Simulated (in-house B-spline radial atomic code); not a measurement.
## Functionals against successive ionisation energies: Zr to Zr⁵⁺

Ionisation energies as differences of self-consistent total energies from an all-electron radial atomic-structure program (B-spline basis): all electrons, radial basis limit, scalar-relativistic (one-electron X2C), spin-polarised at highest spin, spherical densities; exact exchange is averaged over the determinants of each configuration. No spin-orbit coupling, Breit or QED terms. NIST's values run from ground level to ground level, so in open shells the differences also hold multiplet and fine-structure energies that spherical high-spin averages miss. Columns give computed minus NIST, in eV; a star marks a semi-empirical value. Species are left out where the tabulated value is theory, is uncertain by more than 0.12 eV, or (13 ions, such as In⁴⁺, Te⁴⁺ and Bi⁴⁺) lies off its series for all methods alike, which flatters the means a little.

| species | shell | NIST (eV) | Hartree-Fock | HSE06 | TPSSh | CAM-B3LYP | revTPSS | AM05 |
| --- | --- | --- | --- | --- | --- | --- | --- | --- |
| Zr | 5s | 6.63 | -1.43 | -0.31 | -0.35 | -0.10 | -0.31 | -0.28 |
| Zr⁺ | 5s | 13.13 | -0.82 | +0.15 | 0.00 | +0.06 | +0.03 | +0.33 |
| Zr²⁺ | 4d | 23.17* | -1.23 | -0.10 | -0.23 | -0.12 | -0.28 | -0.07 |
| Zr³⁺ | 4d | 34.42 | -1.09 | -0.02 | -0.18 | +0.07 | -0.28 | -0.05 |
| Zr⁴⁺ | 4p | 80.35 ± 0.007* | -0.49 | +0.39 | +0.54 | +0.37 | +0.52 | +0.29 |
| Zr⁵⁺ | 4p | 96.38 ± 0.04* | -1.09 | +0.23 | +0.35 | +0.32 | +0.33 | +0.28 |

(1) How do the methods rank, and which species is hardest?

Answers

(1) Mean absolute (signed) differences: CAM-B3LYP 0.17 (+0.10) eV; HSE06 0.20 (+0.06) eV; AM05 0.22 (+0.08) eV; TPSSh 0.27 (+0.02) eV; revTPSS 0.29 (0.00) eV; Hartree-Fock 1.02 (-1.02) eV. For Zr⁴⁺, which loses a 4p electron, the nearest method is off by +0.29 eV, the largest such miss. The first two are tied within the accuracy of the references. Hartree-Fock comes too low mainly by the correlation energy of the removed electron.
